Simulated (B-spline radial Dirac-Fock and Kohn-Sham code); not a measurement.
Z = 82 (lead), transition energy 215 keV. The computed values come from an atomic code on a B-spline grid: a Dirac-Hartree-Slater potential of the neutral atom with a Latter tail (no hole, which puts coefficients of high multipoles low close above an edge), finite nucleus with surface currents. Subshells that would emit electrons below 1 keV are left out.

Question: A pure transition shows α(K) = 0.142, L1/L2 = 0.250 and L1/L3 = 0.436. What is its multipolarity?
A. M3
B. E1
C. M2
D. E3
E. E2
F. M1
G. E4
H. M4

Answer: E. For comparison, α(K), L1/L2, L1/L3 are E1 0.0532, 4.11, 4.86; E3 0.374, 0.0960, 0.210; E4 1.02, 0.0756, 0.184; M1 0.880, 9.43, 126; M2 3.59, 7.01, 8.82; M3 10.7, 5.00, 1.86; M4 30.6, 3.84, 0.795.
